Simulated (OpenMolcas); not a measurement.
A run on Ir6+ among 6 point charges of -1.7 e arranged as a trigonal antiprism (D3d), 2.42 Å from the ion, with a polar angle of 47.6° against the regular 54.74°.
```
   0.0000    1.7876    1.6312  -1.70
  -1.5481   -0.8938    1.6312  -1.70
   1.5481   -0.8938    1.6312  -1.70
   0.0000   -1.7876   -1.6312  -1.70
   1.5481    0.8938   -1.6312  -1.70
  -1.5481    0.8938   -1.6312  -1.70
```

```
Program             : OpenMolcas
Method              : CASSCF
Basis               : ANO-RCC-VDZP [7s6p4d2f]
Scalar Hamiltonian  : DKH2, point nucleus
Active space        : 3 electrons in 5 orbitals (5d)
State averaging     : 2S+1 = 4 even, 10 roots; 2S+1 = 2 even, 40 roots
Spin-orbit coupling : state interaction with AMFI integrals over the reference wave functions
```

59 basis functions. Blocks (2S+1, parity, CSFs, roots kept): 4, even, 10, 10; 2, even, 40, 40.

Question: How long do the RASSCF and RASSI steps take on 1 thread of Arm Neoverse V2 (shared host)?

Answer: About 9.2 s of wall time, without the integral step.
